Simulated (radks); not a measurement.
Ru12+, 32 electrons, occupied as [Ar] 3d10 4s2 4p2 (the NIST ground configuration).

All-electron calculation, scalar-relativistic Kohn-Sham, PBEsol, spin-polarised, spherical densities, finite nucleus; open shells are filled with parallel spins first (spin-orbit coupling, left out, can overturn this in heavy ions); Fermi nuclear charge, rms radius 4.4809 fm. Program: a radial shooting solver on a logarithmic mesh with Libxc functionals.

Energy parts (eV):
part                       energy
total                 -121934.001
kinetic                126131.222
electron-nucleus      -286006.815
Hartree                 41283.202
exchange-correlation    -3341.609

Orbitals (lengths in bohr, moments of r in powers of bohr):
1s up: occ. 1; eigenvalue (eV) -22181.54; <r> 0.03345
1s down: occ. 1; eigenvalue (eV) -22180.98; <r> 0.03345
2s up: occ. 1; eigenvalue (eV) -3406.785; <r> 0.1457
2s down: occ. 1; eigenvalue (eV) -3406.440; <r> 0.1457
2p up: occ. 3; eigenvalue (eV) -3079.078; <r> 0.1269
2p down: occ. 3; eigenvalue (eV) -3078.547; <r> 0.1269
3s up: occ. 1; eigenvalue (eV) -800.5386; <r> 0.4007
3s down: occ. 1; eigenvalue (eV) -799.8836; <r> 0.4005
3p up: occ. 3; eigenvalue (eV) -692.6347; <r> 0.4002
3p down: occ. 3; eigenvalue (eV) -691.8924; <r> 0.3998
3d up: occ. 5; eigenvalue (eV) -519.4646; <r> 0.3789
3d down: occ. 5; eigenvalue (eV) -518.6940; <r> 0.3782
4s up: occ. 1; eigenvalue (eV) -294.8193; <r> 0.9155
4s down: occ. 1; eigenvalue (eV) -290.0568; <r> 0.9151
4p up: occ. 2; eigenvalue (eV) -260.0541; <r> 0.9611
4p down: occ. 0; eigenvalue (eV) -255.2944; <r> 0.9623

The highest occupied level is 4p up at -260.05 eV. The density falls to 0.001 e/bohr^3 at r = 2.03 bohr. Spin moment in Bohr magnetons: 2. The spin density at the nucleus is -3.037 e/bohr^3 (1s -1.535, 2s 0.312, 3s -0.107, 4s -1.708). Summed over all electrons, <r^2> = 7.322 bohr^2, which gives a Langevin (diamagnetic) susceptibility term of -5.8 x 10^-6 cm^3/mol. The electron density at the nucleus is 1.124e+05 e/bohr^3 (large components only).
